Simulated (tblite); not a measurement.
Isomers of C4H14N2Si2. Calculated harmonic vibrations of the isolated species, GFN2-xTB (tblite), most abundant isotopes, no scaling. Errors from tens to a few hundred cm⁻¹ against measured bands are possible. Modes of hydrogen on silicon can be 10 to 20 % off. One conformer each.

Electronic energies: GFN2-xTB at the same geometries; isomer energies are rough at this level and their order can be wrong.

```csv
SMILES,"electronic energy, lowest = 0 (kcal/mol)"
[SiH3]N[C@H]1CCN([SiH3])C1,0.0
N[SiH2][SiH2]NC1CCC1,32.6
[SiH3][C@H]1CCCNN1[SiH3],36.1
```

Question: How do GFN2-xTB zero-point energies change the relative energies?

Answer: 
```csv
SMILES,ZPE (kcal/mol),of it from modes above 1550 cm⁻¹,electronic (kcal/mol),"with ZPE, lowest = 0 (kcal/mol)",lowest mode (cm⁻¹),rings
[SiH3]N[C@H]1CCN([SiH3])C1,107.6,53.7,0.0,0.0,39,1
N[SiH2][SiH2]NC1CCC1,109.3,57.1,32.6,34.2,20i,1
[SiH3][C@H]1CCCNN1[SiH3],107.7,53.5,36.1,36.2,69,1
```

The zero-point energies span 1.7 kcal/mol, from `[SiH3]N[C@H]1CCN([SiH3])C1` to `N[SiH2][SiH2]NC1CCC1`. Slightly imaginary modes are left out of the zero-point energy: `N[SiH2][SiH2]NC1CCC1` 19.6i cm⁻¹. The order is unchanged.
